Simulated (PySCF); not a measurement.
# Spinor energies of Os⁷¹⁺ (osmium, charge +71)

Start: [He] 2s2 2p1; 2p1/2 filled at m_j = +1/2. Calculated with PySCF 2.14 in an even-tempered Gaussian basis (16 s from 59 bohr⁻², ratio 2.4; 13 p from 76 bohr⁻², ratio 2.4; 5 d from 240 bohr⁻², ratio 2.6; 4 f from 370 bohr⁻², ratio 2.6): generalised Hartree-Fock with the X2C-1e Hamiltonian and a Gaussian nucleus; one run each with spin-orbit coupling (SO) switched off, then screened by Boettger's factors.

```
spinor shell  electrons  ε, spin-free (eV)  ε, screened SO (eV)  weight of nominal j (screened SO)  rms radius, screened SO (bohr)
       1s1/2          2           -82735.3             -82694.1                              1.000                          0.0200
       2s1/2          2           -20272.3             -20259.5                              1.000                          0.0778
       2p1/2          1           -18856.9             -20054.4                              1.000                          0.0653
```

```tsv
quantity	spin-free	screened SO
E (hartree)	-8465.15239	-8509.15266
M_J	1/2	1/2
⟨J²⟩	1.099	0.750
⟨L²⟩	2.000	2.000
⟨S²⟩	0.750	0.750
```

Each row is a mean over spinors that exchange with the open shell spreads, by up to 21.511 eV (2s1/2).

Breit and QED terms are absent; they matter most for the inner s and p1/2 levels.

Densities and radii are taken from the X2C orbitals without a picture-change correction, which distorts them close to the nucleus.

Without spin-orbit coupling the j labels of p, d and f shells carry no meaning; the spin-free column gives the mean over the occupied spinors of each nl shell, and its ⟨J²⟩ belongs to a mixture of degenerate components.
